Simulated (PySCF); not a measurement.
A structure optimised at B3LYP-D3(BJ)/def2-SVP, used in a PySCF frequency run:

```xyz
5

Al    -0.0272     1.3570     0.0000
F     -1.4839     2.1544     0.0000
I      0.0143    -1.0922     0.0000
O      1.4285     2.2107     0.0000
H      1.5200     3.1685     0.0000
```

Write its SMILES, formula and point group.

[OH][Al]([F])[I], AlFHIO, Cs

What are its rotational constants (standard atomic weights)?

6.6006, 1.3472, 1.1188 GHz
